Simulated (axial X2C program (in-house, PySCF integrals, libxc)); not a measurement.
## What spin–orbit coupling does to CaB

Computed with an axial X2C code built on PySCF integrals. Spin-free means the one-electron spin-free X2C Hamiltonian; two-component (2c) means X2C with spin–orbit coupling and atomic mean-field two-electron Coulomb and Gaunt terms, so the difference of the two also holds small scalar two-electron terms. Basis: Ca dyall-v3z [11s12p4d3f], B dyall-v3z [7s6p2d1f] (cores contracted in-house); Gaussian nuclei, density fitting, unrestricted open shells. Masses: Ca 39.963 u, B 11.009 u.

Spin-free state: M_S = 3/2, Λ = 0 (beyond evenly filled blocks: σα, π+α, π-α); fragments Ca + B.

```json
{"level": "PBE0", "Re (Å)": "2.346", "ωe (cm⁻¹)": "477.2", "μ (D)": "-4.85"}
{"level": "HF", "Re (Å)": "2.451", "ωe (cm⁻¹)": "436.6", "μ (D)": "-3.43"}
{"level": "MP2", "Re (Å)": "2.366", "ωe (cm⁻¹)": "463.1", "μ (D)": "n/a"}
```

Correlated methods: 13 electrons correlated (number of frozen shells: Ca 2 s, 1 p; B 1 s), 219 virtual spin orbitals or spinors in MP2.

Dipoles are positive if B is the positive end.

Two-component determinant lowest at the distance of the search:

Ω = 3/2 (⟨Sz⟩ = 1.50, ⟨Lz⟩ = 0.00 at HF); fragments Ca + B.

```csv
level,Re (Å),ωe (cm⁻¹),μ (D)
PBE0,2.345,477.2,-4.85
HF,2.451,436.9,-3.43
MP2,2.366,463.1,n/a
```

Question: From the two tables, how do the constants change at the MP2 level (2c against spin-free)?

Answer: At the MP2 level Re is unchanged within 0.001 Å and ωe doesn't move by more than 0.2 cm⁻¹.

The state is a single determinant with fixed occupations, the lowest that a limited PBE0 search found. De is not given where an atomic determinant may have missed its ground term or J level, or where the truncated virtual space spoils (T). Density functionals use the spin component along the axis (collinear). Other states lie close and PBE0, whose exact exchange favours high spin, may order them wrongly; the determinant shown need not be the ground state. The nearest other spin-free determinant of the search, M_S = 1/2, Λ = 0, lies 0.23 eV up at the distance of the search. The functionals have no current-density term, which raises determinants with orbital currents, atoms included. The spin of this state cannot come from the lowest atoms; the curve heads to a higher limit, and no De is given. With several unpaired electrons one determinant need not be a pure state. This is the top spin component of a Σ state; components of lower Ω are not single determinants and can lie lower. The determinant is spin-polarised beyond a pure state at some levels (its spin-free form has ⟨S²⟩ too high), which makes Re and μ there less reliable.
